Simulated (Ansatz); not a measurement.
Harmonic frequencies (cm⁻¹) at PBE0-D4/def2-TZVP from Ansatz: 349, 456, 498, 627, 733, 791, 1000, 1021, 1108, 1179, 1488, 1982, 3041, 3096, 3647.

(1) Which molecule is it?
A. `[BH2][GaH][OH]`
B. `C=[N][AlH2]`
C. `N=[CH][AlH2]`
D. `[CH2]1[NH][AlH]1`

Results:

(1) D.
